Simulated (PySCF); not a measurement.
Input for PySCF: U-TPSSh/def2-TZVPP on H3O3Re (SMILES [OH][Re]([OH])[OH]), 2S+1 = 5, a spin state set in the input, which need not be the lowest. Elements past Kr take the def2 small-core potentials; no spin–orbit coupling.

```python
from pyscf import gto, dft

mol = gto.M(
    atom='''
    Re    0.06988993    0.22244538   -0.22135593
    O    -0.81016113   -1.43939290    0.32925098
    H    -1.68386575   -1.60944091   -0.03698216
    O    -0.00598826    1.70698790   -1.43763407
    H    -0.35777222    2.58086729   -1.23495444
    O     1.43403935   -0.34321564    1.01286885
    H     1.25185015   -1.19385465    1.43961852
    ''',
    basis='def2-tzvpp',
    ecp={'Re': 'def2-tzvpp'},
    charge=0, spin=4, verbose=4, max_memory=1800)
mf = dft.UKS(mol, xc='tpssh').density_fit(auxbasis='def2-universal-jkfit')
mf.grids.level = 4
mf.conv_tol = 1e-9
mf.max_cycle = 150
mf.kernel()
mf.dip_moment()
```

The head of its log:

```
PySCF version 2.14.0

[INPUT] verbose = 4
[INPUT] num. atoms = 7
[INPUT] num. electrons = 42
[INPUT] charge = 0
[INPUT] spin (= nelec alpha-beta = 2S) = 4
[INPUT] symmetry False subgroup None
[INPUT] Mole.unit = angstrom
[INPUT] Symbol           X                Y                Z      unit          X                Y                Z       unit  Magmom
[INPUT]  1 Re     0.069889930000   0.222445380000  -0.221355930000 AA    0.132072826565   0.420360845875  -0.418302083748 Bohr   0.0
[INPUT]  2 O     -0.810161130000  -1.439392900000   0.329250980000 AA   -1.530982652468  -2.720058366643   0.622194178445 Bohr   0.0
[INPUT]  3 H     -1.683865750000  -1.609440910000  -0.036982160000 AA   -3.182045098035  -3.041402533571  -0.069886153895 Bohr   0.0
[INPUT]  4 O     -0.005988260000   1.706987900000  -1.437634070000 AA   -0.011316171363   3.225739628946  -2.716734659644 Bohr   0.0
[INPUT]  5 H     -0.357772220000   2.580867290000  -1.234954440000 AA   -0.676091510778   4.877132341948  -2.333725667916 Bohr   0.0
[INPUT]  6 O      1.434039350000  -0.343215640000   1.012868850000 AA    2.709941623349  -0.648583561267   1.914044726603 Bohr   0.0
[INPUT]  7 H      1.251850150000  -1.193854650000   1.439618520000 AA    2.365653932496  -2.256058321038   2.720484726652 Bohr   0.0

nuclear repulsion = 160.345000939312
number of shells = 67
number of NR pGTOs = 268
number of NR cGTOs = 191
basis = def2-tzvpp
ecp = {'Re': 'def2-tzvpp'}


******** <class 'pyscf.df.df_jk.DFUKS'> ********
method = DFUKS
initial guess = minao
damping factor = 0
level_shift factor = 0
DIIS = <class 'pyscf.scf.diis.CDIIS'>
diis_start_cycle = 1
diis_space = 8
diis_damp = 0
SCF conv_tol = 1e-09
SCF conv_tol_grad = None
SCF max_cycles = 150
direct_scf = False
number electrons alpha = 23  beta = 19
XC library pyscf.dft.libxc version 7.1.2
    S. Lehtola, C. Steigemann, M. J. T. Oliveira, and M. A. L. Marques,  SoftwareX 7, 1–5 (2018)
XC functionals = tpssh
    V. N. Staroverov, G. E. Scuseria, J. Tao, and J. P. Perdew,  J. Chem. Phys. 119, 12129 (2003)
radial grids:
    Treutler-Ahlrichs [JCP 102, 346 (1995); DOI:10.1063/1.469408] (M4) radial grids

becke partition: Becke, JCP 88, 2547 (1988); DOI:10.1063/1.454033
pruning grids: <function nwchem_prune>
grids dens level: 4
symmetrized grids: False
atomic radii adjust function: <function treutler_atomic_radii_adjust>
small_rho_cutoff = 0
Set gradient conv threshold to 3.16228e-05
tot grids = 166936
******** <class 'pyscf.df.df.DF'> ********
auxbasis = def2-universal-jkfit
init E= -285.494445441122
  alpha nocc = 23  HOMO = -0.313371482792556  LUMO = -0.238129932919446
  beta  nocc = 19  HOMO = -0.59900688454476  LUMO = -0.343662222568189

WARN: HOMO -0.313371482792556 >= LUMO -0.343662222568189

cycle= 1 E= -305.350614145133  delta_E= -19.9  |g|=  1.2  |ddm|= 7.28
  alpha nocc = 23  HOMO = -0.0376999694404248  LUMO = 0.0271989402630236
  beta  nocc = 19  HOMO = -0.149439385466379  LUMO = -0.0892751887597129

WARN: HOMO -0.0376999694404248 >= LUMO -0.0892751887597129

cycle= 2 E= -299.022396614334  delta_E= 6.33  |g|= 3.79  |ddm|= 2.75
  alpha nocc = 23  HOMO = -0.0895740750496699  LUMO = 0.0428429993416893
  beta  nocc = 19  HOMO = -0.222448458566182  LUMO = -0.0547635429788613
  HOMO = -0.0895740750497  LUMO = -0.0547635429789  gap/eV = 0.94724
```

Q: Predict the final total energy.

A: -305.8836 hartree.
